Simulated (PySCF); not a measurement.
# Reading the logs of faulty runs: BH3NOSi anion

These are calculations, not measurements. They come from PySCF 2.14.0, an open-source quantum chemistry program, on an isolated molecule that a program drew, which may never have been made. The molecule is BH3NOSi anion (charge -1, singlet), drawn as the SMILES string `N[SiH-]B=O`.

Each row is a Hartree-Fock (HF) and frozen-core CCSD(T) single point in the aug-cc-pV(D+d)Z basis, meant for a local HF minimum. Run 1 is clean. Each other run has one planted mistake out of seven kinds, and not every kind appears here: one electron removed, one electron added, multiplicity raised by two, geometry at a saddle point, minimal basis STO-3G, one bond length entered in bohr, all coordinates scaled. The reference is restricted for singlets and unrestricted otherwise, and also for a bond in bohr. Adding or removing an electron swaps singlet and doublet. Electrons count all cores. HOMO and LUMO are orbital energies over both spins, the gradient is its largest component, and the lowest frequency (negative if imaginary) is given only where the gradient is small. Bond lengths are over the 6 bonds as drawn. T1 is the CCSD diagnostic: over 0.02 (restricted) or 0.045 (unrestricted) a single reference is doubtful.

Geometry of the clean run:
```xyz
7
BH3NOSi anion, angstrom
N    -3.3827    1.1159   -0.5376
Si   -3.8548   -0.5873   -0.9793
B    -2.3389   -1.7199   -0.0989
O    -1.5264   -2.4075    0.4752
H    -2.4117    1.3565   -0.4768
H    -3.8477    1.4697    0.2753
H    -3.2352   -0.6743   -2.3718
```

| run | electrons | basis functions | <S^2> | HOMO (eV) | LUMO (eV) | gradient (hartree/bohr) | lowest frequency (cm^-1) | mean bond (Å) | longest bond (Å) | T1 | HF (hartree) | CCSD(T) (hartree) | mistake |
|---|---|---|---|---|---|---|---|---|---|---|---|---|---|
| 1 | 38 | 128 | 0.000 | -2.62 | 3.83 | 1.8e-05 | 142 | 1.4414 | 2.087 | 0.0182 | -444.77108 | -445.39233 | no fault |
| 2 | 38 | 128 | 0.992 | -2.09 | 3.42 | 2.4e-02 | - | 1.7115 | 3.443 | 0.0633 | -444.68498 | -445.27881 | one bond length entered in bohr |
| 3 | 38 | 27 | 0.000 | 2.07 | 16.60 | 4.3e-02 | - | 1.4414 | 2.087 | 0.0180 | -439.18363 | -439.40464 | minimal basis STO-3G |
| 4 | 38 | 128 | 0.000 | -0.60 | 3.60 | 3.7e-05 | -673 | 1.3924 | 1.904 | 0.0180 | -444.71288 | -445.33719 | geometry at a saddle point |
| 5 | 38 | 128 | 2.006 | 0.51 | 3.06 | 6.6e-02 | - | 1.4414 | 2.087 | 0.0579 | -444.69538 | -445.29783 | ? |

**Which mistake was planted in run 5, and what did it cost?**

Electrons, basis and geometry are unchanged, and <S^2> is 2.006, beside S(S+1) = 2.00 for a multiplicity of 3. So the mistake is: multiplicity raised by two. Subtracting run 1 and multiplying by 627.51 kcal/mol a hartree, the energy moved by 47.5 kcal/mol in HF and 59.3 kcal/mol in CCSD(T).

Cautions from the logs. Run 2: T1 is over the limit, so its CCSD(T) energy is less reliable; run 3: the HOMO is above zero, so the electron isn't bound and the energy depends on the basis; run 5: T1 is over the limit, so its CCSD(T) energy is less reliable and the HOMO is above zero, so the electron isn't bound and the energy depends on the basis.
